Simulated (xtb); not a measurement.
C4H9Cl, charge +1, doublet, from a rough starting geometry (a state made from the parent by changing its charge; the spin is typed, not shown lowest); GFN2-xTB (xtb).

Here is a job for xtb.
```
$ xtb mol.xyz --gfn 2 --chrg 1 --uhf 1 --opt vtight --json

# file mol.xyz
14

C     -0.33386799     1.42309752    -0.01096713
C      0.04503288    -0.03408238     0.31163473
C      1.36101349    -0.42542815    -0.29303520
C     -1.07509903    -0.95012189    -0.05047921
Cl     0.19123825    -0.10432070     2.10905836
H     -0.41582495     1.56146662    -1.11008133
H     -1.29525658     1.73740355     0.47550497
H      0.46319185     2.04870895     0.34420211
H      2.14872271     0.24110348     0.04187430
H      1.59802705    -1.45564900     0.00466636
H      1.27065520    -0.40735803    -1.36794590
H     -1.25031708    -0.88577604    -1.12255240
H     -2.06735285    -0.62745860     0.39866176
H     -0.87159483    -1.94548941     0.18176092
```

### Question
What does xtb print? Leave out banner, timings and long lists.

### Answer

```
   ID    Z sym.   atoms
    1    6 C      1-4
    2   17 Cl     5
    3    1 H      6-14

           -------------------------------------------------
          |                Calculation Setup                |
           -------------------------------------------------

           -------------------------------------------------
          |                 G F N 2 - x T B                 |
           -------------------------------------------------

          ...................................................
          :                      SETUP                      :
          :.................................................:
          :  # basis functions                  35          :
          :  # atomic orbitals                  34          :
          :  # shells                           20          :
          :  # electrons                        31          :
          :  max. iterations                   250          :
          :  Hamiltonian                  GFN2-xTB          :
          :  restarted?                      false          :
          :  GBSA solvation                  false          :
          :  PC potential                    false          :
          :  electronic temp.          300.0000000     K    :
          :  accuracy                    1.0000000          :
          :  -> integral cutoff          0.2500000E+02      :
          :  -> integral neglect         0.1000000E-07      :
          :  -> SCF convergence          0.1000000E-05 Eh   :
          :  -> wf. convergence          0.1000000E-03 e    :
          :  Broyden damping             0.4000000          :
          :  net charge                          1          :
          :  unpaired electrons                  1          :
          ...................................................

 iter      E             dE          RMSdq      gap      omega  full diag
   1    -17.3297426 -0.173297E+02  0.303E+00    7.30       0.0  T
   2    -17.3672013 -0.374587E-01  0.255E+00    6.94       1.0  T
   3    -17.3771372 -0.993590E-02  0.152E+00    7.03       1.0  T
   4    -17.3626807  0.144565E-01  0.177E+00    7.06       1.0  T
   5    -17.3879629 -0.252822E-01  0.554E-01    7.07       1.0  T
   6    -17.3899424 -0.197949E-02  0.209E-01    7.10       1.0  T
   7    -17.3898862  0.561375E-04  0.195E-01    7.12       1.0  T
   8    -17.3900317 -0.145434E-03  0.985E-02    7.13       1.0  T
   9    -17.3900477 -0.160328E-04  0.670E-02    7.15       1.0  T
  10    -17.3900556 -0.791188E-05  0.515E-02    7.16       1.0  T
  11    -17.3900763 -0.206463E-04  0.200E-02    7.17       1.3  T
  12    -17.3900756  0.648980E-06  0.145E-02    7.17       1.8  T
  13    -17.3900766 -0.101240E-05  0.503E-03    7.18       5.3  T
  14    -17.3900767 -0.127234E-06  0.135E-03    7.18      19.8  T
  15    -17.3900768 -0.604225E-08  0.526E-04    7.18      50.8  T
  16    -17.3900768 -0.605297E-09  0.573E-05    7.18     466.6  T

   *** convergence criteria satisfied after 16 iterations ***

         :::::::::::::::::::::::::::::::::::::::::::::::::::::
         ::                     SUMMARY                     ::
         :::::::::::::::::::::::::::::::::::::::::::::::::::::
         :: total energy             -17.188610293260 Eh    ::
         :: gradient norm              0.077747882059 Eh/a0 ::
         :: HOMO-LUMO gap              7.176606894480 eV    ::
         ::.................................................::
         :: SCC energy               -17.390063387188 Eh    ::
         :: -> isotropic ES            0.095618705884 Eh    ::
         :: -> anisotropic ES         -0.014467660021 Eh    ::
         :: -> anisotropic XC          0.008427861971 Eh    ::
         :: -> dispersion             -0.007206153671 Eh    ::
         :: repulsion energy           0.201453093927 Eh    ::
         :: add. restraining           0.000000000000 Eh    ::
         :: total charge               1.000000000000 e     ::
         :::::::::::::::::::::::::::::::::::::::::::::::::::::

      -----------------------------------------------------------
     |                   =====================                   |
     |                        A N C O P T                        |
     |                   =====================                   |
     |               Approximate Normal Coordinate               |
     |                Rational Function Optimizer                |
      -----------------------------------------------------------
      -----------------------------------------------------------
     |                   =====================                   |
     |                        A N C O P T                        |
     |                   =====================                   |
     |               Approximate Normal Coordinate               |
     |                Rational Function Optimizer                |
      -----------------------------------------------------------

          ...................................................
          :                      SETUP                      :
          :.................................................:
          :   optimization level         verytight          :
          :   max. optcycles                   280          :
          :   ANC micro-cycles                  20          :
          :   degrees of freedom                36          :
          :.................................................:
          :   RF solver                   davidson          :
          :   write xtbopt.log                true          :
          :   linear?                        false          :
          :   energy convergence         0.1000000E-06 Eh   :
          :   grad. convergence          0.2000000E-03 Eh/α :
          :   maxmium RF displ.          1.0000000          :
          :   Hlow (freq-cutoff)         0.1000000E-01      :
          :   Hmax (freq-cutoff)         5.0000000          :
[...]
 * total energy  :   -17.1886103 Eh     change       -0.8689938E-11 Eh
 * total energy  :   -17.1945693 Eh     change       -0.5959009E-02 Eh
 * total energy  :   -17.1954519 Eh     change       -0.8826094E-03 Eh
 * total energy  :   -17.1956426 Eh     change       -0.1907202E-03 Eh
 * total energy  :   -17.1957826 Eh     change       -0.1399866E-03 Eh
 * total energy  :   -17.1958224 Eh     change       -0.3981774E-04 Eh
 * total energy  :   -17.1958463 Eh     change       -0.2383900E-04 Eh
 * total energy  :   -17.1958547 Eh     change       -0.8425243E-05 Eh
 * total energy  :   -17.1958595 Eh     change       -0.4801791E-05 Eh
 * total energy  :   -17.1958603 Eh     change       -0.7979572E-06 Eh
 * total energy  :   -17.1958604 Eh     change       -0.9087514E-07 Eh
   *** GEOMETRY OPTIMIZATION CONVERGED AFTER 11 ITERATIONS ***
         :: total energy             -17.195860390905 Eh    ::
[...]
         :: repulsion energy           0.197556986012 Eh    ::
         :: add. restraining           0.000000000000 Eh    ::
         :: total charge               1.000000000000 e     ::
         :::::::::::::::::::::::::::::::::::::::::::::::::::::

           -------------------------------------------------
          |                Property Printout                |
           -------------------------------------------------

    * Orbital Energies and Occupations

         #    Occupation            Energy/Eh            Energy/eV
      -------------------------------------------------------------
         1        2.0000           -1.2564847             -34.1907
       ...           ...                  ...                  ...
         4        2.0000           -0.8047965             -21.8996
         5        2.0000           -0.7620395             -20.7362
         6        2.0000           -0.7306047             -19.8808
         7        2.0000           -0.7141513             -19.4330
         8        2.0000           -0.7120280             -19.3753
         9        2.0000           -0.6740968             -18.3431
        10        2.0000           -0.6710718             -18.2608
        11        2.0000           -0.6525707             -17.7574
        12        2.0000           -0.6517793             -17.7358
        13        2.0000           -0.6479225             -17.6309
        14        2.0000           -0.6470461             -17.6070
        15        1.9875           -0.6348145             -17.2742
        16        1.0125           -0.6265193             -17.0485 (HOMO)
        17                         -0.3630745              -9.8798 (LUMO)
        18                         -0.2183383              -5.9413
        19                         -0.2092431              -5.6938
        20                         -0.2045977              -5.5674
        21                         -0.2045082              -5.5650
        22                         -0.1688561              -4.5948
        23                         -0.1203382              -3.2746
        24                         -0.0936911              -2.5495
        25                         -0.0639742              -1.7408
        26                         -0.0391600              -1.0656
        27                          0.0108125               0.2942
       ...                                ...                  ...
        34                          0.0726744               1.9776
      -------------------------------------------------------------
                  HL-Gap            0.2634448 Eh            7.1687 eV
             Fermi-level           -0.5627319 Eh          -15.3127 eV

     #   Z          covCN         q      C6AA      α(0)
     1   6 C        3.833    -0.119    22.751     6.786
     2   6 C        3.808     0.131    18.447     6.114
     3   6 C        3.784    -0.147    23.352     6.884
     4   6 C        3.784    -0.147    23.352     6.884
     5  17 Cl       1.026     0.157    94.638    14.883
     6   1 H        0.925     0.142     1.447     1.881
     7   1 H        0.925     0.116     1.646     2.006
     8   1 H        0.925     0.116     1.646     2.006
     9   1 H        0.925     0.120     1.614     1.987
    10   1 H        0.924     0.137     1.483     1.904
    11   1 H        0.925     0.119     1.625     1.993
    12   1 H        0.925     0.119     1.625     1.993
    13   1 H        0.925     0.120     1.614     1.987
    14   1 H        0.924     0.137     1.483     1.904

 Mol. C6AA /au·bohr⁶  :       1576.332011
 Mol. C8AA /au·bohr⁸  :      41050.388634
 Mol. α(0) /au        :         59.212892

Wiberg/Mayer (AO) data.
largest (>0.10) Wiberg bond orders for each atom

 ---------------------------------------------------------------------------
     #   Z sym  total        # sym  WBO       # sym  WBO       # sym  WBO
 ---------------------------------------------------------------------------
     1   6 C    3.887 --     7 H    0.976     8 H    0.976     6 H    0.930
                             2 C    0.813     5 Cl   0.129
     2   6 C    3.883 --     4 C    1.013     3 C    1.013     5 Cl   0.999
                             1 C    0.813
     3   6 C    3.959 --     2 C    1.013    11 H    0.963     9 H    0.952
                            10 H    0.906
     4   6 C    3.959 --     2 C    1.013    12 H    0.963    13 H    0.952
                            14 H    0.906
     5  17 Cl   1.420 --     2 C    0.999     1 C    0.129
     6   1 H    0.978 --     1 C    0.930
     7   1 H    0.986 --     1 C    0.976
     8   1 H    0.986 --     1 C    0.976
     9   1 H    0.985 --     3 C    0.952
    10   1 H    0.978 --     3 C    0.906
    11   1 H    0.985 --     3 C    0.963
    12   1 H    0.985 --     4 C    0.963
    13   1 H    0.985 --     4 C    0.952
    14   1 H    0.978 --     4 C    0.906
 ---------------------------------------------------------------------------

Topologies differ in total number of bonds
Writing topology from bond orders to xtbtopo.mol

molecular dipole:
                 x           y           z       tot (Debye)
 q only:       -0.002       0.004       0.281
   full:        0.055      -0.051       0.818       2.087
molecular quadrupole (traceless):
                xx          xy          yy          xz          yz          zz
 q only:        0.670      -0.017       0.796      -0.207       0.070      -1.466
  q+dip:       -0.934      -0.004      -1.009       0.259      -0.206       1.943
   full:       -1.563      -0.265      -0.525       0.362      -0.355       2.089

optimized geometry written to: xtbopt.xyz

           -------------------------------------------------
          | TOTAL ENERGY              -17.195860390905 Eh   |
          | GRADIENT NORM               0.000116443039 Eh/α |
          | HOMO-LUMO GAP               7.168698744202 eV   |
           -------------------------------------------------

normal termination of xtb
```
